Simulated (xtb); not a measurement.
Job for xtb: GFN2-xTB on BrH3O (a complex), monomers drawn apart or pushed together.

```
$ xtb mol.xyz --gfn 2 --sp --chrg 0 --uhf 0
5

O     -0.18190976     0.39201289     0.47091361
H      0.73983500     0.47377152     0.20090645
H     -0.50177974     1.29184150     0.60203524
Br    -0.47596937    -1.53349136     3.49574547
H     -0.39066957    -0.79662548     2.25225143
```

Output:

```
[...]
           -------------------------------------------------
          |                Calculation Setup                |
           -------------------------------------------------



molecular fragmentation (1/2 indicates fragments):
11122
# atoms in fragment 1/2:     3     2
 fragment masses (1/2) :       18.02       80.91
CMA distance (Bohr)    :   6.838
constraining FC (au)   :  0.0500

           -------------------------------------------------
          |                 G F N 2 - x T B                 |
           -------------------------------------------------

        Reference                      10.1021/acs.jctc.8b01176
      * Hamiltonian:
        H0-scaling (s, p, d)           1.850000    2.230000    2.230000
        zeta-weighting                 0.500000
      * Dispersion:
        s8                             2.700000
        a1                             0.520000
        a2                             5.000000
        s9                             5.000000
      * Repulsion:
        kExp                           1.500000    1.000000
        rExp                           1.000000
      * Coulomb:
        alpha                          2.000000
        third order                    shell-resolved
        anisotropic                    true
        a3                             3.000000
        a5                             4.000000
        cn-shift                       1.200000
        cn-exp                         4.000000
        max-rad                        5.000000


          ...................................................
          :                      SETUP                      :
          :.................................................:
          :  # basis functions                  17          :
          :  # atomic orbitals                  16          :
          :  # shells                            8          :
          :  # electrons                        16          :
          :  max. iterations                   250          :
          :  Hamiltonian                  GFN2-xTB          :
          :  restarted?                      false          :
          :  GBSA solvation                  false          :
          :  PC potential                    false          :
          :  electronic temp.          300.0000000     K    :
          :  accuracy                    1.0000000          :
          :  -> integral cutoff          0.2500000E+02      :
          :  -> integral neglect         0.1000000E-07      :
          :  -> SCF convergence          0.1000000E-05 Eh   :
          :  -> wf. convergence          0.1000000E-03 e    :
          :  Broyden damping             0.4000000          :
          :  net charge                          0          :
          :  unpaired electrons                  0          :
          ...................................................

 iter      E             dE          RMSdq      gap      omega  full diag
   1     -9.7032651 -0.970327E+01  0.444E+00    7.50       0.0  T
   2     -9.7061955 -0.293039E-02  0.266E+00    7.17       1.0  T
   3     -9.7067644 -0.568861E-03  0.418E-01    6.87       1.0  T
   4     -9.7068817 -0.117329E-03  0.232E-01    6.90       1.0  T
   5     -9.7069066 -0.248665E-04  0.139E-01    6.90       1.0  T
   6     -9.7069201 -0.135027E-04  0.839E-02    6.90       1.0  T
   7     -9.7069257 -0.565780E-05  0.118E-02    6.89       3.8  T
   8     -9.7069258 -0.484702E-07  0.450E-03    6.89       9.9  T
   9     -9.7069258 -0.725776E-08  0.259E-03    6.89      17.3  T
  10     -9.7069258 -0.231100E-08  0.138E-03    6.89      32.5  T
  11     -9.7069258 -0.174245E-08  0.125E-04    6.89     356.9  T
  12     -9.7069258 -0.108624E-10  0.127E-05    6.89    3515.3  T

   *** convergence criteria satisfied after 12 iterations ***

         #    Occupation            Energy/Eh            Energy/eV
      -------------------------------------------------------------
         1        2.0000           -0.8260549             -22.4781
         2        2.0000           -0.7113563             -19.3570
         3        2.0000           -0.5970678             -16.2470
         4        2.0000           -0.5483235             -14.9206
         5        2.0000           -0.5009022             -13.6302
         6        2.0000           -0.4743528             -12.9078
         7        2.0000           -0.4097204             -11.1491
         8        2.0000           -0.4096647             -11.1475 (HOMO)
         9                         -0.1565340              -4.2595 (LUMO)
        10                          0.0400314               1.0893
        11                          0.0400950               1.0910
        12                          0.0529413               1.4406
        13                          0.0548026               1.4913
       ...                                ...                  ...
        16                          0.6425929              17.4858
      -------------------------------------------------------------
                  HL-Gap            0.2531308 Eh            6.8880 eV
             Fermi-level           -0.2830993 Eh           -7.7035 eV

 SCC (total)                   0 d,  0 h,  0 min,  0.004 sec
 SCC setup                      ...        0 min,  0.000 sec (  3.635%)
 Dispersion                     ...        0 min,  0.000 sec (  1.155%)
 classical contributions        ...        0 min,  0.000 sec (  0.995%)
 integral evaluation            ...        0 min,  0.000 sec ( 13.379%)
 iterations                     ...        0 min,  0.002 sec ( 60.397%)
 molecular gradient             ...        0 min,  0.001 sec ( 17.398%)
 printout                       ...        0 min,  0.000 sec (  2.610%)

         :::::::::::::::::::::::::::::::::::::::::::::::::::::
         ::                     SUMMARY                     ::
         :::::::::::::::::::::::::::::::::::::::::::::::::::::
         :: total energy              -9.667795068510 Eh    ::
         :: gradient norm              0.020546378906 Eh/a0 ::
         :: HOMO-LUMO gap              6.888038840920 eV    ::
         ::.................................................::
         :: SCC energy                -9.706925795823 Eh    ::
         :: -> isotropic ES            0.039712563877 Eh    ::
         :: -> anisotropic ES         -0.000560089659 Eh    ::
         :: -> anisotropic XC          0.000242096361 Eh    ::
         :: -> dispersion             -0.000937284016 Eh    ::
         :: repulsion energy           0.039130727312 Eh    ::
         :: add. restraining           0.000000000000 Eh    ::
         :: total charge               0.000000000000 e     ::
         :::::::::::::::::::::::::::::::::::::::::::::::::::::

           -------------------------------------------------
          |                Property Printout                |
           -------------------------------------------------

    * Orbital Energies and Occupations

         #    Occupation            Energy/Eh            Energy/eV
      -------------------------------------------------------------
         1        2.0000           -0.8260549             -22.4781
         2        2.0000           -0.7113563             -19.3570
         3        2.0000           -0.5970678             -16.2470
         4        2.0000           -0.5483235             -14.9206
         5        2.0000           -0.5009022             -13.6302
         6        2.0000           -0.4743528             -12.9078
         7        2.0000           -0.4097204             -11.1491
         8        2.0000           -0.4096647             -11.1475 (HOMO)
         9                         -0.1565340              -4.2595 (LUMO)
        10                          0.0400314               1.0893
Note: The following floating-point exceptions are signalling: IEEE_DENORMAL
normal termination of xtb
        11                          0.0400950               1.0910
        12                          0.0529413               1.4406
        13                          0.0548026               1.4913
        14                          0.0548524               1.4926
        15                          0.2104632               5.7270
        16                          0.6425929              17.4858
      -------------------------------------------------------------
                  HL-Gap            0.2531308 Eh            6.8880 eV
             Fermi-level           -0.2830993 Eh           -7.7035 eV

     #   Z          covCN         q      C6AA      α(0)
     1   8 O        1.610    -0.567    24.409     6.668
     2   1 H        0.805     0.292     0.747     1.357
     3   1 H        0.805     0.292     0.747     1.357
     4  35 Br       0.870    -0.301   193.334    22.418
     5   1 H        0.870     0.284     0.761     1.366

 Mol. C6AA /au·bohr⁶  :        456.819972
 Mol. C8AA /au·bohr⁸  :      20006.318089
 Mol. α(0) /au        :         33.167268


Wiberg/Mayer (AO) data.
largest (>0.10) Wiberg bond orders for each atom

 ---------------------------------------------------------------------------
     #   Z sym  total        # sym  WBO       # sym  WBO       # sym  WBO
 ---------------------------------------------------------------------------
     1   8 O    1.862 --     3 H    0.914     2 H    0.914
     2   1 H    0.915 --     1 O    0.914
     3   1 H    0.915 --     1 O    0.914
     4  35 Br   0.914 --     5 H    0.899
     5   1 H    0.919 --     4 Br   0.899
 ---------------------------------------------------------------------------

Topologies differ in total number of bonds
Writing topology from bond orders to xtbtopo.mol

molecular dipole:
                 x           y           z       tot (Debye)
 q only:        0.387       0.996      -0.838
   full:        0.504       1.328      -1.152       4.648
molecular quadrupole (traceless):
                xx          xy          yy          xz          yz          zz
 q only:        4.785      -0.950       3.441       1.360       6.702      -8.226
  q+dip:        6.638      -1.013       5.137       1.549       8.917     -11.775
   full:        6.427      -1.049       5.137       1.399       8.519     -11.565


           -------------------------------------------------
          | TOTAL ENERGY               -9.667795068510 Eh   |
          | GRADIENT NORM               0.020546378906 Eh/α |
          | HOMO-LUMO GAP               6.888038840920 eV   |
           -------------------------------------------------

------------------------------------------------------------------------
------------------------------------------------------------------------
 total:
 SCF:
```

The run finished.

Cost: very roughly 0.06 core-seconds.
